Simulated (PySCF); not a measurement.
Species: C8H4F2O2.
SMILES with atom numbers: `[O:1]=[C:2]([F:3])[c:4]1[cH:5][cH:6][c:7]([C:8](=[O:9])[F:10])[cH:11][cH:12]1` (hydrogens: H13 on C5; H14 on C6; H15 on C11; H16 on C12)

The same species was optimised twice, with GFN2-xTB and with PBE0-D3(BJ)/def2-SVP (PySCF), and the same property calculations (PySCF, gas phase) were run on both structures.

```tsv
coordinate	GFN2-xTB	PBE0-D3(BJ)/def2-SVP	change
C8–F10 (Å)	1.364	1.339	-0.025
C2–F3 (Å)	1.364	1.339	-0.025
C2–C4 (Å)	1.470	1.482	+0.012
C7–C8 (Å)	1.470	1.482	+0.012
C5–C6 (Å)	1.379	1.388	+0.009
C11–C12 (Å)	1.380	1.388	+0.008
C4–C5 (Å)	1.396	1.400	+0.004
C7–C11 (Å)	1.396	1.400	+0.004
C6–C7 (Å)	1.397	1.400	+0.003
C4–C12 (Å)	1.397	1.400	+0.003
C8=O9 (Å)	1.183	1.185	+0.002
O1=C2 (Å)	1.183	1.185	+0.002
C7–C8–O9 (°)	128.7	126.8	-1.9
O1–C2–C4 (°)	128.7	126.8	-1.9
O1–C2–F3 (°)	119.2	120.9	+1.7
O9–C8–F10 (°)	119.2	120.9	+1.7
C5–C6–C7 (°)	120.1	119.7	-0.4
C4–C12–C11 (°)	120.0	119.7	-0.3
C2–C4–C5 (°)	121.9	121.6	-0.3
C6–C7–C11 (°)	120.4	120.6	+0.2
O1–C2–C4–C5 (°)	180	180	0
C6–C7–C8–O9 (°)	0	0	0
```

Rotational constants: A = 2912, B = 451.5, C = 390.9 MHz (GFN2-xTB) against A = 2903, B = 451.0, C = 390.4 MHz (PBE0-D3(BJ)/def2-SVP). Point groups within 0.08 Å: C2h and C2h.

On the GFN2-xTB structure: HOMO (eV) -8.69 [PBE0/pcSseg-1]; LUMO (eV) -3.15 [PBE0/pcSseg-1]; GIAO shielding of O1/O9 (mean) (ppm) -106.5 [PBE0/pcSseg-1]; GIAO shielding of C2/C8 (mean) (ppm) 22.1 [PBE0/pcSseg-1]; GIAO shielding of F3/F10 (mean) (ppm) 149.4 [PBE0/pcSseg-1]; GIAO shielding of C4/C7 (mean) (ppm) 51.1 [PBE0/pcSseg-1]; GIAO shielding of C5/C6/C11/C12 (mean) (ppm) 47.4 [PBE0/pcSseg-1].

What do these properties become on the PBE0-D3(BJ)/def2-SVP structure?

```json
{"property": "HOMO (eV)", "level": "PBE0/pcSseg-1", "on GFN2-xTB": "-8.69", "on PBE0-D3(BJ)/def2-SVP": "-8.58", "change": "+0.11"}
{"property": "LUMO (eV)", "level": "PBE0/pcSseg-1", "on GFN2-xTB": "-3.15", "on PBE0-D3(BJ)/def2-SVP": "-3.04", "change": "+0.11"}
{"property": "energy, GFN2-xTB geometry as zero (kcal/mol)", "level": "PBE0/pcSseg-1", "on GFN2-xTB": "0.0", "on PBE0-D3(BJ)/def2-SVP": "-0.3", "change": "-0.3"}
{"property": "GIAO shielding of O1/O9 (mean) (ppm)", "level": "PBE0/pcSseg-1", "on GFN2-xTB": "-106.5", "on PBE0-D3(BJ)/def2-SVP": "-103.3", "change": "+3.2"}
{"property": "GIAO shielding of C2/C8 (mean) (ppm)", "level": "PBE0/pcSseg-1", "on GFN2-xTB": "22.1", "on PBE0-D3(BJ)/def2-SVP": "22.1", "change": "0.0"}
{"property": "GIAO shielding of F3/F10 (mean) (ppm)", "level": "PBE0/pcSseg-1", "on GFN2-xTB": "149.4", "on PBE0-D3(BJ)/def2-SVP": "160.8", "change": "+11.4"}
{"property": "GIAO shielding of C4/C7 (mean) (ppm)", "level": "PBE0/pcSseg-1", "on GFN2-xTB": "51.1", "on PBE0-D3(BJ)/def2-SVP": "49.2", "change": "-1.9"}
{"property": "GIAO shielding of C5/C6/C11/C12 (mean) (ppm)", "level": "PBE0/pcSseg-1", "on GFN2-xTB": "47.4", "on PBE0-D3(BJ)/def2-SVP": "46.3", "change": "-1.1"}
```

The heavy atoms differ by 0.013 Å rms after alignment. Among bonds between heavy atoms C2–F3 and C8–F10 change most and about equally (-0.025 Å). Changes are differences of the printed values. Neither structure is proved a minimum here.

The values belong to the conformer `[O:1]=[C:2]([F:3])[c:4]1[cH:5][cH:6][c:7]([C:8](=[O:9])[F:10])[cH:11][cH:12]1`: O1–C2–C4–C5 180°, C6–C7–C8–O9 0°.
